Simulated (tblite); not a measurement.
Task: What does the GFN2-xTB structure of `COCC1=NSN[CH]1` [radical] look like in three dimensions? (Doublet state.)

Result: 
```
atom  x, y, z in Å
C1    -2.139    0.084    0.629
O2    -1.418   -1.061    0.241
C3    -0.596   -0.846   -0.886
C4     0.602    0.006   -0.569
N5     0.648    1.268   -1.020
S6     2.021    2.002   -0.546
N7     2.626    0.611    0.279
C8     1.658   -0.377    0.214
H9    -2.694   -0.190    1.523
H10   -2.837    0.392   -0.159
H11   -1.473    0.924    0.852
H12   -0.270   -1.840   -1.203
H13   -1.164   -0.368   -1.695
H14    3.228    0.714    1.081
H15    1.804   -1.310    0.720
```

Any rigid rotation of these coordinates is as good. Atoms count from 1 in this order. S6 (sulfur bonded to 2 N) is bent (angle 94.1°). C8 (carbon bonded to C, N and H) is planar (angles 128.2°, 120.3° and 111.5°, sum 360.0°, 0.01 Å off the plane of its three neighbours). The N–S distances run from 1.627 Å (N5–S6, drawn single) to 1.727 Å (S6–N7, drawn single), a spread of 0.100 Å. The 2 C–C bonds span 1.369 Å (C4–C8, drawn single in one of several resonance forms) to 1.503 Å (C3–C4, drawn single), a spread of 0.134 Å.

Bonds between heavy atoms (Å): C1–O2 1.407, O2–C3 1.411, C3–C4 1.503, C4=N5 1.341, N5–S6 1.627, S6–N7 1.727, N7–C8 1.385, C4–C8 1.369.

Structure optimised with GFN2-xTB, isolated species. This method treats the open shell by occupation alone, without spin polarisation.

Point group: C1 (no symmetry element, even within 0.4 Å). Its lowest GFN2-xTB frequency is 16i cm⁻¹, too small to tell a flat minimum from a shallow saddle. Torsions: C1–O2–C3–C4 72°, O2–C3–C4–N5 -108°. 3 starts were optimised and ended at 0.00, 0.80 and 0.80 kcal/mol (GFN2-xTB); the lowest of these is shown.

One conformer stands for the species.

All values are computed, not measured.
